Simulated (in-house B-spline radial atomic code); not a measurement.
**Ionising W⁴⁺ with different functionals**

Computed with an all-electron radial atomic-structure program (B-spline basis): scalar-relativistic (spin-free X2C) Hamiltonian, Fermi nucleus of rms radius 5.3658 fm, spin-polarised at highest spin, spherical fractional occupations for the functionals, the average over the highest-spin determinants for Hartree-Fock. The ionisation energy is the difference of two self-consistent energies, [Xe] 4f14 5d2 → [Xe] 4f14 5d1, without Breit or QED terms; ε is the level of the shell that loses the electron (its least bound occupied spin orbital). There is no spin-orbit coupling in this Hamiltonian.

Hybrids are left out here: with spherical fractional occupations of an open shell their exact exchange keeps a self-interaction that integer-occupation calculations don't have.

| method | rung | ΔSCF (eV) | -ε(5d) (eV) |
| --- | --- | --- | --- |
| Hartree-Fock | Hartree-Fock | 49.62 | 50.09 |
| LDA VWN5 | LDA | 50.96 | 44.49 |
| LDA PW92 | LDA | 50.95 | 44.48 |
| LDA exchange-only | LDA | 49.59 | 43.19 |
| PBE | GGA | 50.70 | 44.26 |
| PBEsol | GGA | 50.73 | 44.29 |
| BLYP | GGA | 50.59 | 44.10 |
| RPBE | GGA | 50.62 | 44.18 |
| PW91 | GGA | 50.79 | 44.34 |
| BP86 | GGA | 50.77 | 44.33 |
| AM05 | GGA | 50.71 | 44.27 |
| OLYP | GGA | 50.77 | 44.30 |
| TPSS | meta-GGA | 50.57 | 44.14 |
| SCAN | meta-GGA | 50.62 | 44.24 |
| r2SCAN | meta-GGA | 50.59 | 44.24 |
| revTPSS | meta-GGA | 50.55 | 44.13 |

Question: How do they compare with the NIST value?

Answer: NIST lists 51.6 eV ± 0.3 (semi-empirical, ground level to ground level). Errors run from -2.01 to -0.64 eV. The correlated functionals all miss on the same side by more than they spread, so the cause is common to them (spin-orbit coupling, Breit-QED terms, multiplet and fine-structure energies, or a listed next ion that isn't the cheapest removal here) and closeness doesn't rank the functionals. Hartree-Fock also lacks correlation.
